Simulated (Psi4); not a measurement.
CH$_{5}$Si (SMILES C[SiH2]), doublet, at a GFN2-xTB geometry. Base run: R2SCAN/pcseg-1 (Psi4).

The Psi4 input:
```
memory 2 GB

molecule {
0 2
C    -1.19243168   -0.16784419    0.12828578
Si    0.66435470    0.08504505   -0.14296576
H    -1.77784666    0.57243506   -0.41016203
H    -1.51335466   -1.15062903   -0.20606812
H    -1.44525161   -0.08155527    1.18441817
H     1.11180308    1.43180120    0.19041623
H     1.47827415   -0.95561745    0.47320178
}

set {
  basis pcseg-1
  reference uks
}

energy('r2scan')
print_variables()
```

The base run was repeated with changes; each row names its change, and settings that it needs were set with it.

```tsv
change	ΔE vs base (mEh)	SCF cycles	grid points	basis functions
base	0.000	8	152523	57
ints_tolerance = 1e-8	0.000	8	152523	57
scf_type = mem_df	0.000	8	152523	57
dft_pruning_scheme = treutler	0.071	8	85039	57
guess = sadno	0.000	9	152523	57
basis_guess = sto-3g	0.000	7	152523	57
df_basis_scf = def2-universal-jkfit	0.000	8	152523	57
dft_pruning_scheme = robust	0.000	8	105367	57
dft_spherical_points = 194	0.002	8	98125	57
d_convergence = 1e-10	0.000	15	152523	57
cholesky_tolerance = 1e-3 (with scf_type cd)	-2.815	8	152523	57
guess = modhuckel	0.000	9	152523	57
e_convergence = 1e-8	0.000	9	152523	57
```

Open shells are given as the SCF converged; they aren't shown to be the lowest states, and a large step between rows can be another state.
